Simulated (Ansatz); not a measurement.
Reaction (cleavage of the Si–In bond): `F[SiH2][InH2]` + `CO[SiH2]S` → `CO[SiH2]S[SiH2]F` + `[InH3]`

Program: Ansatz. Geometries: PBE0-D4/def2-TZVP. ΔE: electronic, gas phase. CCSD(T)/CBS adds triple-zeta CCSD(T) − MP2 to the extrapolated MP2 energy (def2 sets, frozen cores). This one scheme is used for every species. DFT in def2-TZVPP. B3LYP here is the variant with VWN-RPA as its local correlation; programs differ in this. def2 core potentials past Kr. For In outer-core shells are correlated without core-valence functions, which leaves a few kJ/mol of doubt a bond. One conformer a species, not always the lowest.

```tsv
level	ΔE (kcal/mol)
B3LYP-D4	-13.3
CCSD/def2-TZVPP	-12.6
MP2/CBS(def2)	-14.6
CCSD/CBS(def2)	-12.5
```

Task: What does CCSD(T)/CBS give? (Estimate.)

Result: The calculation gave: -13.1 kcal/mol. The listed levels differ from it by -0.2, 0.5, -1.5, 0.6 kcal/mol.

Largest T1 diagnostic among the species: 0.014.

The D4 term adds −3.3 kcal/mol with B3LYP and −1.8 kcal/mol with PBE0; it sums over pairs of atoms, weighted by their polarisabilities, and B3LYP, whose exchange is more repulsive, gets the larger term. From PBE to PBE0 (25 % exact exchange), in def2-TZVPP and without D4, ΔE moves by −1.2 kcal/mol.
